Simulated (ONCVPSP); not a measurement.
# An all-electron radial function and its pseudo partner (Mo)

Columns: radius, all-electron u(r) and pseudo u(r) of the 4s shell (level -66.01 eV) of molybdenum in the configuration [Ar] 3d10 4s2 4p6 4d5 5s0.75; LDA (Perdew-Wang 92), scalar-relativistic, ONCV scheme, ONCVPSP 4.0.1.

```tsv
r (bohr)	all-electron	pseudo
0.108	0.3822	0.1884
0.215	-0.2477	0.3672
0.322	-0.6005	0.5310
0.430	-0.3619	0.6747
0.538	0.1104	0.7917
0.645	0.5515	0.8780
0.752	0.8656	0.9332
0.860	1.0425	0.9580
0.968	1.1031	0.9536
1.075	1.0819	0.9240
1.182	1.0104	0.8737
1.290	0.9109	0.8072
1.398	0.8008	0.7301
1.505	0.6919	0.6483
1.612	0.5895	0.5655
1.720	0.4959	0.4846
1.828	0.4135	0.4092
1.935	0.3430	0.3418
2.042	0.2829	0.2827
2.150	0.2318	0.2317
2.258	0.1891	0.1891
2.365	0.1541	0.1541
2.472	0.1252	0.1252
2.580	0.1013	0.1013
2.688	0.0818	0.0818
2.795	0.0661	0.0661
```

(1) How many radial nodes do the two functions have?

(2) At about which radius was the pseudo-wave matched?

(3) Is the pseudo-wave norm-conserving?

Results:

(1) The all-electron 4s function has n − l − 1 = 3 (the table is too coarse to show those close to the nucleus); the pseudo-wave has 0, since the states of the same l below it are removed with the core.

(2) 2.15 bohr. The columns agree to 0.0005 from 2.04 bohr on; several derivatives are matched, so the curves merge somewhat inside the radius.

(3) Yes: the ONCV scheme keeps the norm inside the radius equal to the all-electron one, which fixes the energy derivative of the logarithmic derivative at the level.
